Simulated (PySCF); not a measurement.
**Basis-set dependence of population analyses: CF3SO2Cl**

CF3SO2Cl.
Bonds: O1–S2 (double), S2–O3 (double), S2–Cl4, S2–C5, C5–F6, C5–F7, C5–F8.

PBE0 throughout (PySCF), one geometry, spherical d and f functions. Geometry: PBE0-D3(BJ)/def2-SVP; no solvent, vibrations or thermal averaging. Atoms taken as equivalent share a column and are averaged.

Mulliken charges (e):

| basis | functions | O1/O3 | S2 | Cl4 | C5 | F6/F7/F8 |
| --- | --- | --- | --- | --- | --- | --- |
| cc-pVDZ | 120 | -0.356 | +0.768 | -0.114 | +0.400 | -0.114 |
| def2-SVP | 120 | -0.376 | +0.725 | -0.099 | +0.515 | -0.129 |
| aug-cc-pVDZ | 192 | -0.784 | +1.723 | -0.168 | +1.137 | -0.375 |
| cc-pVTZ | 248 | -0.356 | +0.749 | -0.114 | +0.394 | -0.106 |
| def2-TZVP | 260 | -0.346 | +0.727 | -0.097 | +0.388 | -0.109 |
| IGLO-III | 298 | -0.480 | +1.027 | -0.051 | +0.428 | -0.148 |

IAO charges (e):

```
      basis  functions   O1/O3      S2     Cl4      C5  F6/F7/F8
    cc-pVDZ        120  -0.769  +1.858  -0.254  +0.643    -0.236
   def2-SVP        120  -0.778  +1.865  -0.243  +0.645    -0.237
aug-cc-pVDZ        192  -0.785  +1.882  -0.243  +0.657    -0.242
    cc-pVTZ        248  -0.802  +1.926  -0.247  +0.658    -0.244
  def2-TZVP        260  -0.814  +1.956  -0.244  +0.655    -0.246
   IGLO-III        298  -0.811  +1.944  -0.239  +0.652    -0.245
```

Hirshfeld charges (e):

```
      basis  functions   O1/O3      S2     Cl4      C5  F6/F7/F8
    cc-pVDZ        120  -0.248  +0.474  -0.066  +0.234    -0.049
   def2-SVP        120  -0.260  +0.500  -0.052  +0.242    -0.056
aug-cc-pVDZ        192  -0.256  +0.474  -0.031  +0.240    -0.057
    cc-pVTZ        248  -0.250  +0.460  -0.039  +0.241    -0.054
  def2-TZVP        260  -0.247  +0.451  -0.026  +0.242    -0.058
   IGLO-III        298  -0.251  +0.462  -0.013  +0.241    -0.063
```

Task: Which scheme is steadiest as the basis changes?

Result: Largest range over the bases for any column: Hirshfeld 0.05 e, IAO 0.10 e, Mulliken 1.00 e. Hirshfeld charges move least and Mulliken charges most, counted in e.

Task: How much do the charges still move between the two largest bases, def2-TZVP and IGLO-III?

Result: At most, over all atoms: Mulliken 0.300 e, IAO 0.012 e, Hirshfeld 0.013 e.

Task: What do the same runs give for the total energy, the frontier levels and the dipole moment?

Result: 
```json
{"basis": "cc-pVDZ", "energy (Eh)": "-1345.6504", "HOMO (eV)": "-9.59", "LUMO (eV)": "-2.23", "μ (D)": "1.73"}
{"basis": "def2-SVP", "energy (Eh)": "-1344.9784", "HOMO (eV)": "-9.68", "LUMO (eV)": "-2.25", "μ (D)": "1.75"}
{"basis": "aug-cc-pVDZ", "energy (Eh)": "-1345.7070", "HOMO (eV)": "-9.85", "LUMO (eV)": "-2.60", "μ (D)": "1.78"}
{"basis": "cc-pVTZ", "energy (Eh)": "-1345.8876", "HOMO (eV)": "-9.80", "LUMO (eV)": "-2.35", "μ (D)": "1.79"}
{"basis": "def2-TZVP", "energy (Eh)": "-1345.9235", "HOMO (eV)": "-9.86", "LUMO (eV)": "-2.38", "μ (D)": "1.77"}
{"basis": "IGLO-III", "energy (Eh)": "-1345.9077", "HOMO (eV)": "-9.81", "LUMO (eV)": "-2.43", "μ (D)": "1.79"}
```
